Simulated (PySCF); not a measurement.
Mayer bond orders and bond lengths

Compound: C3H11ClO2Si2.
Numbering: `[CH3:1][CH2:2][O:3][Si@H:4]([CH2:5][Cl:6])[O:7][SiH3:8]` (hydrogens: H9, H10, H11 on C1; H12, H13 on C2; H14 on Si4; H15, H16 on C5; H17, H18, H19 on Si8)

Structure used (GFN2-xTB), in Å, numbered top down from 1:
```xyz
19
C3H11ClO2Si2 angstrom
C      2.741    0.130   -0.651
C      1.881   -0.672    0.312
O      0.525   -0.679   -0.062
Si    -0.545    0.518   -0.182
C     -0.761    1.449    1.476
Cl     0.734    2.329    1.894
O     -1.960   -0.178   -0.495
Si    -3.003   -1.363   -0.873
H      3.789    0.029   -0.381
H      2.598   -0.229   -1.666
H      2.464    1.180   -0.608
H      2.198   -1.720    0.324
H      1.979   -0.262    1.323
H     -0.275    1.461   -1.261
H     -1.552    2.194    1.440
H     -0.964    0.777    2.308
H     -3.520   -1.882    0.393
H     -4.029   -0.680   -1.657
H     -2.310   -2.394   -1.640
```

Bond orders from the PBE0/pcSseg-1 density (PySCF). Geometry: GFN2-xTB, one conformer, isolated molecule.

Problem. Where do the orders between heavy atoms depart from those drawn in the SMILES?

Solution. The largest departure is 0.201, at Si4–C5 (drawn single, 0.799). Drawn single, order below 0.88: C2–O3 (0.866) and Si4–C5 (0.799).

Problem. Set the Mayer orders of the bonds beside their lengths.

Solution. 
```
   bond  drawn as  length (Å)  Mayer order
  C1–C2    single       1.520        1.066
  C2–O3    single       1.406        0.866
 O3–Si4    single       1.611        1.011
 Si4–C5    single       1.913        0.799
 C5–Cl6    single       1.784        0.942
 Si4–O7    single       1.608        0.981
 O7–Si8    single       1.623        0.906
  C1–H9    single       1.086        0.963
 C1–H10    single       1.087        0.961
 C1–H11    single       1.087        0.954
 C2–H12    single       1.095        0.953
 C2–H13    single       1.095        0.947
Si4–H14    single       1.458        0.920
 C5–H15    single       1.087        0.941
 C5–H16    single       1.089        0.937
Si8–H17    single       1.462        0.926
Si8–H18    single       1.461        0.931
Si8–H19    single       1.461        0.928
```

By pair of heavy elements: O–Si: lowest O7–Si8 (0.906, 1.623 Å), highest O3–Si4 (1.011, 1.611 Å); in 1 of the 3 pairs the longer bond (by over 0.003 Å) has the higher order (by 0.02 or more).

Problem. Sum the orders of all bonds at each heavy atom with more than one neighbour and set the sums beside the valence in the SMILES.

Solution. C1 3.944 (drawn 4), C2 3.832 (drawn 4), O3 1.877 (drawn 2), Si4 3.711 (drawn 4), C5 3.619 (drawn 4), O7 1.887 (drawn 2), Si8 3.691 (drawn 4). Orders between atoms that aren't bonded are not in these sums.

Mayer orders depend on the basis set.

These values come from a run that also computed NMR shieldings. The run took 40 s on one thread, Arm Neoverse V2 (aarch64), on a shared host, and the process peaked at 0.94 GiB of memory.
